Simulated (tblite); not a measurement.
C5H11B2 (doublet state).
Numbering: `[CH3:1][BH:2][CH:3][BH:4][CH:5]1[CH2:6][CH2:7]1` (hydrogens: H8, H9, H10 on C1; H11 on B2; H12 on C3; H13 on B4; H14 on C5; H15, H16 on C6; H17, H18 on C7)

Computed with GFN2-xTB (tblite), gas phase: L-BFGS steps from a force-field or distance-geometry start until the largest atomic force falls under 0.01 eV/Å.

Step 59: E = -507.8964 eV
```
atom  x, y, z in Å  |  force x, y, z in eV/Å
C1     -3.2470    0.1982    0.1863    0.000   0.007  -0.004
B2     -2.1818   -0.9719    0.2864   -0.009  -0.006   0.032
C3     -0.7405   -0.6539    0.6176    0.014   0.007   0.016
B4      0.0415    0.4646   -0.0278    0.000  -0.001  -0.049
C5      1.5298    0.3088   -0.5209    0.000  -0.007  -0.019
C6      2.5429   -0.6093    0.0977    0.002   0.004   0.003
C7      2.6805    0.8708    0.2799   -0.029   0.000   0.004
H8     -4.2786   -0.1422    0.1913   -0.003   0.001   0.016
H9     -3.1258    0.9488    0.9626   -0.025   0.008   0.009
H10    -3.0712    0.7087   -0.7601   -0.011  -0.008  -0.022
H11    -2.5223   -2.0759    0.0672    0.009  -0.008  -0.003
H12    -0.2209   -1.3513    1.2689    0.023   0.017  -0.019
H13    -0.4938    1.4827   -0.2760    0.019   0.003  -0.002
H14     1.6503    0.4562   -1.5911   -0.009   0.005  -0.020
H15     2.2460   -1.1946    0.9555    0.016   0.007   0.001
H16     3.2525   -1.1157   -0.5412   -0.014   0.008  -0.003
H17     3.4614    1.3934   -0.2551    0.000  -0.024   0.051
H18     2.4684    1.2888    1.2530    0.016  -0.012   0.010
```

Step 60: E = -507.8968 eV
```
atom  x, y, z in Å  |  force x, y, z in eV/Å
C1     -3.2466    0.1977    0.1884   -0.003   0.004  -0.007
B2     -2.1795   -0.9714    0.2867   -0.015  -0.006   0.034
C3     -0.7387   -0.6510    0.6186    0.007  -0.002   0.023
B4      0.0407    0.4671   -0.0303    0.019  -0.034  -0.045
C5      1.5294    0.3105   -0.5210    0.013  -0.014  -0.023
C6      2.5410   -0.6104    0.0973   -0.012   0.003  -0.008
C7      2.6800    0.8690    0.2821   -0.023   0.004   0.008
H8     -4.2782   -0.1435    0.1955    0.008   0.002   0.019
H9     -3.1249    0.9504    0.9631   -0.024  -0.001  -0.004
H10    -3.0729    0.7051   -0.7604   -0.012  -0.007  -0.012
H11    -2.5175   -2.0759    0.0649    0.009   0.001  -0.001
H12    -0.2186   -1.3479    1.2706    0.019   0.028  -0.026
H13    -0.4952    1.4809   -0.2867    0.000   0.034  -0.005
H14     1.6521    0.4615   -1.5907   -0.010   0.001  -0.015
H15     2.2399   -1.1964    0.9534    0.025   0.012  -0.002
H16     3.2501   -1.1185   -0.5411   -0.020   0.018   0.002
H17     3.4603    1.3933   -0.2522    0.011  -0.029   0.047
H18     2.4698    1.2858    1.2559    0.007  -0.012   0.016
```

Step 61: E = -507.8974 eV
```
atom  x, y, z in Å  |  force x, y, z in eV/Å
C1     -3.2465    0.1969    0.1910   -0.007  -0.002  -0.009
B2     -2.1768   -0.9706    0.2880   -0.015  -0.002   0.032
C3     -0.7366   -0.6469    0.6199   -0.005  -0.009   0.025
B4      0.0402    0.4696   -0.0352    0.031  -0.064  -0.033
C5      1.5292    0.3125   -0.5220    0.023  -0.019  -0.025
C6      2.5384   -0.6117    0.0966   -0.028   0.000  -0.020
C7      2.6791    0.8666    0.2853   -0.009   0.005   0.013
H8     -4.2780   -0.1457    0.2018    0.020   0.003   0.020
H9     -3.1239    0.9524    0.9637   -0.022  -0.011  -0.022
H10    -3.0762    0.7001   -0.7611   -0.014  -0.005   0.005
H11    -2.5110   -2.0759    0.0618    0.007   0.012   0.004
H12    -0.2154   -1.3416    1.2736    0.018   0.035  -0.029
H13    -0.4962    1.4788   -0.3012   -0.022   0.064  -0.009
H14     1.6551    0.4688   -1.5907   -0.006  -0.006  -0.009
H15     2.2320   -1.1987    0.9502    0.032   0.014  -0.005
H16     3.2470   -1.1217   -0.5414   -0.019   0.027   0.004
H17     3.4593    1.3923   -0.2467    0.027  -0.029   0.036
H18     2.4715    1.2811    1.2603   -0.011  -0.012   0.024
```

Step 62: E = -507.8983 eV
```
atom  x, y, z in Å  |  force x, y, z in eV/Å
C1     -3.2472    0.1954    0.1947   -0.009  -0.012  -0.009
B2     -2.1736   -0.9694    0.2906   -0.009   0.008   0.023
C3     -0.7339   -0.6404    0.6210   -0.018  -0.013   0.020
B4      0.0404    0.4720   -0.0443    0.029  -0.080  -0.011
C5      1.5303    0.3155   -0.5249    0.027  -0.018  -0.023
C6      2.5347   -0.6138    0.0946   -0.041  -0.003  -0.030
C7      2.6776    0.8629    0.2905    0.010   0.001   0.018
H8     -4.2781   -0.1496    0.2123    0.029   0.003   0.020
H9     -3.1228    0.9546    0.9641   -0.020  -0.018  -0.043
H10    -3.0833    0.6924   -0.7623   -0.014  -0.003   0.026
H11    -2.5020   -2.0758    0.0589    0.004   0.023   0.012
H12    -0.2111   -1.3303    1.2786    0.020   0.036  -0.030
H13    -0.4962    1.4764   -0.3216   -0.046   0.087  -0.016
H14     1.6611    0.4807   -1.5919    0.002  -0.018  -0.003
H15     2.2200   -1.2023    0.9445    0.038   0.013  -0.008
H16     3.2431   -1.1258   -0.5415   -0.011   0.033   0.002
H17     3.4593    1.3901   -0.2366    0.047  -0.026   0.018
H18     2.4731    1.2737    1.2674   -0.039  -0.013   0.032
```

Question: Estimate the geometry and energy of step 63. (The exact step hangs on the optimiser's Hessian estimate; all steps are aligned on step 62, rigid shifts and turns removed.)

Answer: E = -507.8994 eV, largest force 0.105 eV/Å
```
atom  x, y, z in Å  |  force x, y, z in eV/Å
C1     -3.2491    0.1930    0.1989   -0.008  -0.022  -0.007
B2     -2.1702   -0.9675    0.2947    0.003   0.018   0.007
C3     -0.7310   -0.6322    0.6219   -0.028  -0.008   0.001
B4      0.0419    0.4732   -0.0576    0.005  -0.058   0.014
C5      1.5330    0.3192   -0.5302    0.020  -0.006  -0.012
C6      2.5297   -0.6165    0.0914   -0.041  -0.005  -0.032
C7      2.6760    0.8582    0.2975    0.027  -0.008   0.018
H8     -4.2786   -0.1556    0.2265    0.029   0.001   0.020
H9     -3.1220    0.9568    0.9637   -0.020  -0.017  -0.059
H10    -3.0948    0.6827   -0.7638   -0.011   0.000   0.044
H11    -2.4914   -2.0752    0.0575   -0.001   0.030   0.023
H12    -0.2061   -1.3144    1.2848    0.027   0.024  -0.021
H13    -0.4950    1.4745   -0.3456   -0.060   0.084  -0.021
H14     1.6706    0.4963   -1.5947    0.015  -0.033   0.004
H15     2.2042   -1.2067    0.9358    0.042   0.007  -0.009
H16     3.2393   -1.1302   -0.5413    0.006   0.035  -0.005
H17     3.4615    1.3865   -0.2221    0.062  -0.023   0.002
H18     2.4732    1.2641    1.2767   -0.068  -0.019   0.032
```

The energy changes by -0.0011 eV. The first-order estimate −F·Δx gives -0.0016 eV and the mean of the old and new forces, exact on a quadratic surface, -0.0011 eV. The step makes an angle of 82° with the force vector and moves no atom by more than 0.024 Å.

What follows is the cost of the whole relaxation. Hardware: one thread, Arm Neoverse V1 (aarch64), on a shared host. Cost: 1.0 s.
